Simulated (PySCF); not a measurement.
## Computed properties of H4P, SMILES [PH4+], charge +1

H4P, SMILES [PH4+], charge +1. The structure is a stationary point at B3LYP-D3(BJ)/def2-TZVPD. The isomer is the one that the SMILES or the coordinates give; other isomers of the formula were not compared. The values are those of a single conformer. All values are computed for the isolated molecule unless a solvent is named; none is compared with measurement here.

**Structure.** The optimised structure has Td symmetry. All 9 harmonic modes at B3LYP-D3(BJ)/def2-TZVPD (PySCF) are real, so it is a minimum.

**Vibrations.** The strongest infrared lines (harmonic, unscaled, degenerate partners summed) lie at 2550 cm⁻¹ (95 km/mol, H 96 %), 993 cm⁻¹ (25 km/mol, H 93 %). The softest mode is at 993 cm⁻¹ and the zero-point energy is 22.0 kcal/mol.

**Electronic structure.** CAM-B3LYP/def2-TZVPD (PySCF) places the frontier levels at -20.65 and -4.97 eV, a gap of 15.68 eV and a mean polarisability of 20.8 bohr³.

**Excitations.** TDA-CAM-B3LYP/def2-TZVPD (PySCF) has S1 at 11.13 eV (111 nm, f = 0.000, dark); the most intense of the 10 singlets computed lies at 12.85 eV (f = 0.55). Strengths of degenerate partners are summed. T1 (TDA) is at 9.96 eV, 1.17 eV under S1. No vertical singlet excitation falls in the visible range (under 3.1 eV).

**NMR.** GIAO shifts at PBE0/pcSseg-2 (PySCF) (non-relativistic, atoms alike by connectivity averaged): ¹H at 6.1 ppm against TMS.
